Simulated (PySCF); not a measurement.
## `C=C(CC#N)CNC=O`, C6H8N2O

Molfile (atoms numbered from 1):
```
C6H8N2O
     RDKit          3D

 17 16  0  0  0  0  0  0  0  0999 V2000
   -1.3220    1.9249    0.1091 C   0  0  0  0  0  0  0  0  0  0  0  0
   -0.6730    0.7854    0.2757 C   0  0  0  0  0  0  0  0  0  0  0  0
   -1.3461   -0.5609    0.1398 C   0  0  0  0  0  0  0  0  0  0  0  0
   -1.0560   -1.1027   -1.1645 C   0  0  0  0  0  0  0  0  0  0  0  0
   -0.8114   -1.4960   -2.2100 N   0  0  0  0  0  0  0  0  0  0  0  0
    0.7974    0.7173    0.6000 C   0  0  0  0  0  0  0  0  0  0  0  0
    1.5247   -0.1617   -0.2945 N   0  0  0  0  0  0  0  0  0  0  0  0
    1.7889   -1.4392    0.0382 C   0  0  0  0  0  0  0  0  0  0  0  0
    1.5051   -1.9473    1.0952 O   0  0  0  0  0  0  0  0  0  0  0  0
   -0.8266    2.8764    0.1994 H   0  0  0  0  0  0  0  0  0  0  0  0
   -2.3757    1.9552   -0.1099 H   0  0  0  0  0  0  0  0  0  0  0  0
   -0.9597   -1.2564    0.8912 H   0  0  0  0  0  0  0  0  0  0  0  0
   -2.4294   -0.4714    0.2470 H   0  0  0  0  0  0  0  0  0  0  0  0
    1.2426    1.7146    0.5701 H   0  0  0  0  0  0  0  0  0  0  0  0
    0.9249    0.2962    1.6042 H   0  0  0  0  0  0  0  0  0  0  0  0
    1.6881    0.1551   -1.2364 H   0  0  0  0  0  0  0  0  0  0  0  0
    2.3212   -1.9773   -0.7644 H   0  0  0  0  0  0  0  0  0  0  0  0
  1  2  2  0
  2  3  1  0
  3  4  1  0
  4  5  3  0
  2  6  1  0
  6  7  1  0
  7  8  1  0
  8  9  2  0
  1 10  1  0
  1 11  1  0
  3 12  1  0
  3 13  1  0
  6 14  1  0
  6 15  1  0
  7 16  1  0
  8 17  1  0
M  END
```

Computed with GIAO KT3/pcSseg-1 magnetisability, rotational g tensor and spin-rotation constants, non-relativistic, gas phase (PySCF). Geometry: GFN2-xTB.

Q: Give the nuclear spin-rotation constants along the inertial axes (H = +C I·J) beside the isotropic shieldings.

A: Rotational constants 2.1027, 1.5056, 1.0907 GHz. A star marks the isotopologue with that one atom substituted, in its own axes.
| atom | isotope | Caa (kHz) | Cbb (kHz) | Ccc (kHz) | mean (kHz) | σ (ppm) |
| --- | --- | --- | --- | --- | --- | --- |
| N5 | 14N | 0.413 | 0.166 | 0.151 | 0.243 | -9.8 |
| N7 | 14N | 0.146 | 0.120 | 0.129 | 0.132 | 123.5 |
| H10 | 1H | -0.194 | 0.029 | -0.064 | -0.076 | 26.5 |
| H11 | 1H | 0.042 | -0.089 | -0.104 | -0.050 | 26.7 |
| H12 | 1H | -0.060 | -0.151 | -0.043 | -0.085 | 28.3 |
| H13 | 1H | -0.036 | -0.150 | -0.070 | -0.086 | 28.9 |
| H14 | 1H | -0.198 | -0.034 | -0.056 | -0.096 | 28.6 |
| H15 | 1H | -0.132 | -0.095 | 0.000 | -0.076 | 26.3 |
| H16 | 1H | -0.243 | -0.163 | 0.061 | -0.115 | 27.0 |
| H17 | 1H | -0.035 | -0.035 | -0.036 | -0.035 | 23.4 |
| C1 | 13C* | 0.620 | 0.500 | 0.248 | 0.456 | 73.8 |
| C2 | 13C* | 0.740 | 0.573 | 0.280 | 0.531 | 45.6 |
| C3 | 13C* | 0.333 | 0.223 | 0.169 | 0.242 | 160.6 |
| C4 | 13C* | 0.860 | 0.308 | 0.274 | 0.481 | 72.7 |
| C6 | 13C* | 0.391 | 0.260 | 0.225 | 0.292 | 137.9 |
| C8 | 13C* | 0.834 | 0.482 | 0.347 | 0.554 | 34.1 |
| O9 | 17O* | -0.756 | -0.296 | -0.590 | -0.547 | -49.2 |

For the geometry as given, no vibrational averaging.
